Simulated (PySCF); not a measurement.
**Assignment exercise: C2H5F5SSi2**

Bonds (- single, = double, # triple, : aromatic): F1-C2 1.331 Å, C2-F3 1.323 Å, C2-F4 1.332 Å, C2-C5 1.532 Å, C5-F6 1.351 Å, C5-F7 1.361 Å, C5-Si8 1.945 Å, Si8-S9 2.125 Å, S9-Si10 2.168 Å. Si8 carries H11, H12; Si10 carries H13, H14, H15.

Level of theory: NMR shieldings at PBE0/pcSseg-1/GIAO, geometry: PBE0-D3(BJ)/def2-SVP, in PySCF 2.14.0 with density-fitted response routines (no solvent, rapidly exchanging positions averaged, non-relativistic, one conformer).

Chemical shifts δ = σref − σ; ¹³C (184.41 ppm), ¹H (31.27 ppm) vs TMS, all at this level.

(1) Assign these signals to the numbered atoms. ¹³C{¹H} NMR (computed): δ 125.3 (C), 121.3 (C).

(2) Assign these signals to the numbered atoms. ¹H NMR (500 MHz, computed): δ 4.96 (m, 2H), 4.77 (s, 3H).

## Answers

(1) 
125.3 → C2, CF3 carbon: 3 electronegative neighbours deshield it
121.3 → C5, fully substituted sp3 carbon bonded to 2 F and Si: 2 electronegative neighbours deshield it

(2) 
4.96 → H11/H12, hydrogen on a silicon bonded to C, S
4.77 → H13/H14/H15, hydrogen on a silicon bonded to S

Splittings by ¹⁹F in the carbon and heteronuclear signals aren't shown, as no couplings were computed. Shifts are as computed. Against solution values, carbons near 30 ppm lie about +2 ppm off and those near 130 ppm about +5 ppm. Of 1309 compounds with measured shifts, 239 miss one by over three times the rms of a fit or turn the order of signals round; such compounds aren't used in these exercises. No couplings were computed; multiplicities are counted from neighbouring protons, with m where these are inequivalent, close in shift, in a saturated or five-membered ring or joined by F or P, and br s for small geminal =CH2 splittings.
